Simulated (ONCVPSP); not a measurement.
# What the settings do to the ONCV potential of phosphorus

Base potential:

| Quantity | Value |
| --- | --- |
| Element | phosphorus (P) |
| Generator | ONCVPSP 4.0.1 |
| Type | optimised norm-conserving Vanderbilt (ONCV) |
| Functional | PBE |
| Relativity | scalar-relativistic |
| Frozen core | [Ne] |
| Valence charge | 5 |
| Reference configuration | 3s2 3p3 |
| Partial waves | 3s: rc 1.40 bohr, ncon 3, nbas 6, qcut 5.6 1/bohr, 3 projectors, debl 3.4 Ha; 3p: rc 1.45 bohr, ncon 4, nbas 8, qcut 6.6 1/bohr, 3 projectors, debl 0.3 Ha; d scattering state at 0.26 Ha: rc 1.50 bohr, ncon 3, nbas 6, qcut 6.6 1/bohr, 1 projector |
| Local potential | polynomial inside 1.20 bohr (lpopt 5, dvloc0 6 Ha) |
| Core correction | none |

All-electron outer shells of the reference configuration (PBE, scalar-relativistic, ld1.x):

```
shell  level (eV)  outermost node (bohr)  outermost maximum (bohr)
   2s     -173.99                   0.14                      0.42
   2p     -124.49                      –                      0.36
   3s      -13.97                   0.65                      1.58
   3p       -5.51                   0.64                      1.83
```

Cutoffs, loose and tight: the cutoffs (Ha) at which the residual kinetic energy of the hardest occupied pseudo-wave falls to 1 and 0.1 mHa per electron. They do not see the model core or the augmentation charge, which bear on the density cutoff. Test errors are all-electron minus pseudo excitation energies from the reference, over the configurations 3s2 3p2; 3s2 3p1; 3s2 3p0; 3s2 3p2.5. A dash means not determined; rows that change the core or the reference have their own tests.

A true bound ghost makes a file unfit for plane-wave use even where its test errors are small: the radial tests pick states by their node count and pass the ghost by.

```csv
change,outcome,"cutoff, loose","cutoff, tight",bound ghosts,GHOST(+) flags above zero,largest test error (meV)
base,generated,11 Ha,13 Ha,"s, p",p,+21
"all radii scaled by about 0.77 (s 1.08, p 1.12, d 1.16 bohr); local potential polynomial inside 0.94 bohr (lpopt 5, dvloc0 6 Ha)",generated,140 Ha,169 Ha,"s, p",p,+16
"all radii scaled by about 0.90 (s 1.26, p 1.30, d 1.34 bohr); local potential polynomial inside 1.08 bohr (lpopt 5, dvloc0 6 Ha)",generated,19 Ha,104 Ha,"s, p",p,+16
"all radii scaled by about 1.05 (s 1.48, p 1.52, d 1.58 bohr); local potential polynomial inside 1.26 bohr (lpopt 5, dvloc0 6 Ha)",generated,11 Ha,14 Ha,"s, p",none,+22
"all radii scaled by about 1.13 (s 1.58, p 1.64, d 1.68 bohr); local potential polynomial inside 1.36 bohr (lpopt 5, dvloc0 6 Ha)",generated,11 Ha,13 Ha,p,p,+25
"all radii scaled by about 1.20 (s 1.68, p 1.74, d 1.80 bohr); local potential polynomial inside 1.44 bohr (lpopt 5, dvloc0 6 Ha)",generated,11 Ha,13 Ha,p,"s, p",+27
"all radii scaled by about 1.28 (s 1.80, p 1.86, d 1.92 bohr); local potential polynomial inside 1.54 bohr (lpopt 5, dvloc0 6 Ha)",generated,10 Ha,13 Ha,p,none,+29
```

Reading the sweep of the scale of all radii (base = 1) (base included, trends over the rows without a ghost): Bound ghosts are found at 0.77, 0.9, 1, 1.05, 1.13, 1.2, 1.28. Every judged row has one, so this setting neither creates nor removes them.
